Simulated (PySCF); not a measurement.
Assigning NMR signals

Cartesian coordinates in Å; atom numbers follow the order of the lines, from 1:
```xyz
21

C     3.3867    0.4812    0.4759
C     1.9625    0.1362    0.1589
C     1.3289    0.6731   -0.9544
C     0.0107    0.3684   -1.2361
C    -0.7163   -0.4854   -0.4154
C    -2.1488   -0.7885   -0.7009
Si   -3.2843    0.4857    0.1560
C    -0.0833   -1.0173    0.7014
C     1.2350   -0.7133    0.9825
H     3.8743   -0.3341    1.0061
H     3.9456    0.6954   -0.4325
H     3.4249    1.3668    1.1120
H     1.8753    1.3373   -1.6097
H    -0.4628    0.7934   -2.1105
H    -2.3277   -0.7681   -1.7766
H    -2.3964   -1.7900   -0.3467
H    -2.9695    1.8241   -0.3448
H    -4.6762    0.1479   -0.1525
H    -3.0645    0.4308    1.6016
H    -0.6308   -1.6835    1.3540
H     1.7078   -1.1433    1.8545
```

Non-relativistic Hamiltonian, isolated molecule, single conformer, equivalent nuclei averaged. Shieldings: GIAO PBE0/pcSseg-1; geometry from GFN2-xTB; PySCF.

Shifts are taken against calculated references (same method and geometry level): ¹³C (σ = 186.93 ppm), ¹H (σ = 31.72 ppm) against TMS.

Question: Assign these signals to the numbered atoms. ¹³C{¹H} NMR (computed): δ 142.7, 139.4, 134.7, 133.0, 23.8, 21.1.

Answer: 
| δ (ppm) | atoms | environment | reason |
| --- | --- | --- | --- |
| 142.7 | C5 | substituted aromatic carbon | – |
| 139.4 | C2 | substituted aromatic carbon | – |
| 134.7 | C3/C9 | aromatic CH | the aromatic region |
| 133.0 | C4/C8 | aromatic CH | – |
| 23.8 | C1 | methyl carbon on an aromatic ring | saturated and bonded to C and H only |
| 21.1 | C6 | sp3 CH2 bonded to Si, on an aromatic ring | – |

C3/C9 and C4/C8 lie closer than the usual error of such a calculation, so a measured spectrum could show them in the other order.

Question: Assign these signals to the numbered atoms. ¹H NMR (500 MHz, computed): δ 7.39 (m, 2H), 7.34 (m, 2H), 3.89 (t, 3H), 2.44 (s, 3H), 2.30 (q, 2H).

Answer: 
7.39 → H13/H21, hydrogen on an aromatic CH: it sits in the deshielding region of the aromatic ring current
7.34 → H14/H20, hydrogen on an aromatic CH
3.89 → H17/H18/H19, hydrogen on a silicon bonded to C
2.44 → H10/H11/H12, hydrogen on a methyl carbon on an aromatic ring: benzylic-type position, deshielded by the ring
2.30 → H15/H16, hydrogen on an sp3 CH2 bonded to Si, on an aromatic ring: benzylic-type position, deshielded by the ring

H13/H21 and H14/H20 lie closer than the usual error of such a calculation, so a measured spectrum could show them in the other order.

Shifts are as computed. Against solution values, carbons near 30 ppm lie about +3 ppm off and those near 130 ppm about +5 ppm. Of 1211 compounds with measured shifts, 218 miss one by over three times the rms of a fit or turn the order of signals round; such compounds aren't used in these exercises. No couplings were computed; multiplicities are counted from neighbouring protons, with m where these are inequivalent, close in shift, in a saturated or five-membered ring or joined by F or P, and br s for small geminal =CH2 splittings.
